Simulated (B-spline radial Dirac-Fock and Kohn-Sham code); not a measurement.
Atomic SCF run for B²⁺

ΔSCF core binding energies without Breit or QED terms, calculated with a B-spline atomic structure program. Keys: rel is the Hamiltonian (dirac, or spin-free x2c and nr, where L3 and M5 stand for the whole 2p and 3d shells), method is hf or an exchange,correlation pair (spin-unpolarised, also for the hole states), nuc the nuclear model, radius_factor scales its radius, rmax is the box in bohr, h the logarithmic mesh step, order the B-spline order, points the quadrature points per cell, c_factor scales the speed of light, and damp, ndamp, maxit and tol steer the iteration. The run stops when the commutator error falls below 10·tol·max(1, Z/10), or the numerical noise floor, and the energy has settled to about 1e-8 Ha; the virial ratio is −V/T.

Input (task.json):

```json
{"items": [{"Z": 5, "q": 2, "cfg": [[1, 0, 2], [2, 0, 1]], "A": 11, "rrms": 2.406, "do": "settings", "holes": ["K", "L3", "M5"],
  "settings": [{"rel": "dirac", "method": "hf", "nuc": "fermi", "radius_factor": 1.0, "rmax": 45.0, "h": 0.3, "order": 8, "points": 10, "c_factor": 1.0, "maxit": 100, "damp": 0.97, "ndamp": 100, "tol": 1e-08}]}]}
```

Command: `python xray2_run.py task.json out`

Ground-state iterations:

```
iter   energy (Ha)        error
   1      -22.95259551  4.56e-01
   2      -23.38276609  1.59e-02
   3      -23.38280061  1.54e-02
   4      -23.38283300  1.49e-02
   5      -23.38286339  1.45e-02
   6      -23.38289191  1.40e-02
   7      -23.38291868  1.36e-02
   8      -23.38294379  1.32e-02
   9      -23.38296736  1.28e-02
  10      -23.38298949  1.24e-02
  11      -23.38301025  1.20e-02
  12      -23.38302974  1.16e-02
  13      -23.38304803  1.13e-02
  14      -23.38306521  1.09e-02
  15      -23.38308133  1.06e-02
  23      -23.38317941  8.28e-03
  31      -23.38323868  6.47e-03
  39      -23.38327455  5.05e-03
  47      -23.38329630  3.95e-03
  55      -23.38330949  3.09e-03
  63      -23.38331750  2.42e-03
  71      -23.38332237  1.89e-03
  79      -23.38332533  1.48e-03
  87      -23.38332713  1.16e-03
  95      -23.38332823  9.07e-04
 100      -23.38332868  7.78e-04
```

The ground state had not converged after 100 iterations, with total energy -23.38333 Ha, virial ratio 1.99904 and highest orbital energy -37.83 eV. Holes are computed only in closed shells, and unreliable hole states are left out.

Task: One setting is unsound. Which, and why?

Result: damp is so close to 1 that the orbitals hardly move in each step.
